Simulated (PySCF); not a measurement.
# Cost of excited-state runs on `N[SiH2]O[Si@H](N)[SiH2]O`, H10N2O2Si3

Bonds (- single, = double, # triple, : aromatic): N1-Si2, Si2-O3, O3-Si4, Si4-N5, Si4-Si6, Si6-O7. N1 carries H8, H9; Si2 carries H10, H11; Si4 carries H12; N5 carries H13, H14; Si6 carries H15, H16; O7 carries H17. Stereochemistry as in N[SiH2]O[Si@H](N)[SiH2]O. H11, H15 are pro-R; H10, H16 are pro-S.

PySCF with density fitting, on 1 thread of an Arm Neoverse N1, shared host. Command: `OMP_NUM_THREADS=1 python excited_run.py task.json out`

**Question.** How long does each of these runs take, and how much memory?
- magnetisability and related constants, BHandHLYP/pcSseg-1; isotopologues
- magnetisability and related constants, KT3/6-311G**; usual settings

**Answer.** 
| run | level | basis functions | wall time | peak memory (GiB) |
| --- | --- | --- | --- | --- |
| magnetisability and related constants | BHandHLYP/pcSseg-1 | 190 | 55 s | 0.84 |
| magnetisability and related constants | KT3/6-311G** | 210 | 81 s | 0.74 |

Times from a shared host are rough.
